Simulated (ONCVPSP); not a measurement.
## O ONCV: all-electron and pseudo phase curves

| Item | Value |
| --- | --- |
| Element | O (Z = 8) |
| Generator | ONCVPSP 4.0.1 |
| Type | optimised norm-conserving Vanderbilt (ONCV) |
| Functional | PBE |
| Relativity | scalar-relativistic |
| Frozen core | [He] |
| Valence charge | 6 |
| Reference configuration | 2s2 2p4 |
| Partial waves | 2s: rc 0.95 bohr, ncon 5, nbas 9, qcut 7.5 1/bohr, 3 projectors, debl 1.9 Ha; 2p: rc 2.05 bohr, ncon 4, nbas 7, qcut 6.7 1/bohr, 1 projector; d scattering state at 0.04 Ha: rc 2.10 bohr, ncon 3, nbas 6, qcut 4.9 1/bohr, 2 projectors, debl 0.9 Ha |
| Local potential | polynomial inside 0.85 bohr (lpopt 5, dvloc0 6 Ha) |
| Core correction | Teter function, fcfact 2.5, rcfact 1.6 |

The phase is arctan(r·R′/R) of the radial function R(r), unwrapped; energies in Ha, scanned from -2 to 5 Ha. A pole is an energy at which the radial function vanishes at the test radius. The pseudo phase is shifted by a multiple of π to meet the all-electron one at the reference energy, and phase errors are pseudo minus all-electron; the curves can meet again beyond the range given. Levels narrower than the energy grid can be missing from the lists of poles.

| channel | radius (bohr) | reference energy (Ha) | poles, all-electron | poles, pseudo | unbroken range about the reference energy with phases within 0.05 rad | phase error 1 Ha above the reference energy (rad) |
| --- | --- | --- | --- | --- | --- | --- |
| s | 0.96 | -0.88 | 4.29 | 4.29 | the whole range | -0.000 |
| p | 2.08 | -0.33 | -0.10, 3.43 | -0.10, 4.28 | below 0.5 | +0.096 |
| d | 2.13 | 0.04 | 2.39 | 2.39 | below 3.7 | -0.000 |

Note: ghosts flagged at negative energy: s at -2273.0 eV; no localised positive-energy state flagged. A true bound ghost makes a file unfit for plane-wave use.

Phases in the p channel:

| E (Ha) | all-electron | pseudo |
| --- | --- | --- |
| -1.98 | 1.238 | 1.240 |
| -1.62 | 1.181 | 1.183 |
| -1.26 | 1.082 | 1.086 |
| -0.90 | 0.842 | 0.850 |
| -0.54 | -0.276 | -0.265 |
| -0.18 | -1.478 | -1.476 |
| 0.18 | -1.801 | -1.784 |
| 0.54 | -2.084 | -2.024 |
| 0.90 | -2.646 | -2.420 |
| 1.26 | -3.651 | -3.231 |
| 1.62 | -4.202 | -3.965 |
| 1.98 | -4.423 | -4.286 |
| 2.34 | -4.538 | -4.441 |
| 2.70 | -4.612 | -4.530 |
| 3.06 | -4.666 | -4.590 |
| 3.42 | -4.711 | -4.635 |
| 3.78 | -4.754 | -4.670 |
| 4.14 | -4.800 | -4.701 |
| 4.50 | -4.856 | -4.729 |
| 4.86 | -4.936 | -4.757 |
